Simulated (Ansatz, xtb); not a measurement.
# Relative energy of two isomers of C6H7NOS

Structure I is `C=C1CC=C(C(N)=S)O1`, a singlet and structure II is `NCc1cc(=S)cco1`, a singlet. Both are isolated molecules in the gas phase, relaxed with PBE-D3(BJ)/def2-SVP, each in the lowest conformer that the search found.

I (Å):

```xyz
16

C    -0.4913    1.8265    1.5567
C    -0.2546    1.1975    0.3936
C    -0.0387    1.7570   -1.0056
C     0.1701    0.5102   -1.8174
C     0.0805   -0.5550   -0.9888
C     0.2029   -2.0006   -1.2516
N     0.0506   -2.7726   -0.1494
O    -0.1710   -0.1921    0.3325
S     0.5024   -2.6067   -2.7750
H    -0.6248    1.2610    2.4886
H    -0.5532    2.9219    1.5838
H    -0.9130    2.3532   -1.3516
H     0.8347    2.4464   -1.0447
H     0.3631    0.4384   -2.8927
H     0.1219   -3.7849   -0.2516
H    -0.1320   -2.3470    0.7615
```

II (Å):

```xyz
16

C    -1.1703    1.4175    0.1599
C    -0.2761    0.3713   -0.4374
C    -0.3972   -0.2147   -1.6653
C     0.5532   -1.1991   -2.1520
C     1.6114   -1.4969   -1.1999
C     1.6620   -0.8781    0.0103
N    -1.7103    0.9723    1.4429
O     0.7522    0.0505    0.4093
S     0.4412   -1.9225   -3.6517
H    -2.2875    1.7197    1.8471
H    -0.9330    0.8336    2.1018
H    -0.5778    2.3719    0.1970
H    -2.0008    1.5930   -0.5527
H    -1.2418    0.0628   -2.3113
H     2.3789   -2.2366   -1.4667
H     2.4254   -1.0507    0.7819
```

Question: Which of the two would you expect CCSD(T)/def2-SVP + ΔMP2/def2-TZVPP electronic energies to favour?

Answer: Too close to call at this level: CCSD(T)/def2-SVP + ΔMP2/def2-TZVPP gives E(II) − E(I) = +0.05 kJ/mol.

Level by level:

```csv
level,geometry,E(II) − E(I) (kJ/mol),departure from the last row (kJ/mol),"job, with rough time for the two"
GFN2-xTB,GFN2-xTB,+20.78,+20.73,"optimisation, 0.15 s"
HF/STO-3G,GFN2-xTB,−8.07,−8.12,"single point, 0.62 s"
r2SCAN-D4/def2-SVP,GFN2-xTB,+12.07,+12.02,"single point, 6.2 s"
PBE-D3(BJ)/def2-SVP,PBE-D3(BJ)/def2-SVP,+14.60,+14.55,"optimisation, 38 s"
HF/def2-SVP,PBE-D3(BJ)/def2-SVP,+5.55,+5.50,part of the CCSD(T) run
MP2/def2-SVP,PBE-D3(BJ)/def2-SVP,+0.05,0.00,part of the CCSD(T) run
CCSD(T)/def2-SVP,PBE-D3(BJ)/def2-SVP,+4.90,+4.85,single point
CCSD(T)/def2-SVP + ΔMP2/def2-TZVPP,PBE-D3(BJ)/def2-SVP,+0.05,,"single point, 3.2 min"
```

As drawn, both hold the same kinds of bond in the same numbers. Structure I has a 5-membered ring, II a 6-membered ring.

The largest departure from CCSD(T)/def2-SVP + ΔMP2/def2-TZVPP is that of GFN2-xTB, 20.73 kJ/mol. The last row adds to CCSD(T) the change of the MP2 difference between the two basis sets, here −4.85 kJ/mol.

With thermal terms from frequencies at re-optimised GFN2-xTB minima (ideal gas, soft modes damped towards free rotors, one conformer each, 298.15 K, 1 atm): the zero-point term adds +4.83 kJ/mol; ΔH is +4.35 and ΔG +4.60 kJ/mol.

The correlated steps freeze 13 core orbitals. Codes used: Ansatz 0.2.0, xtb 6.7.1; the last row on 4 threads of Arm Neoverse V1 on a shared host.
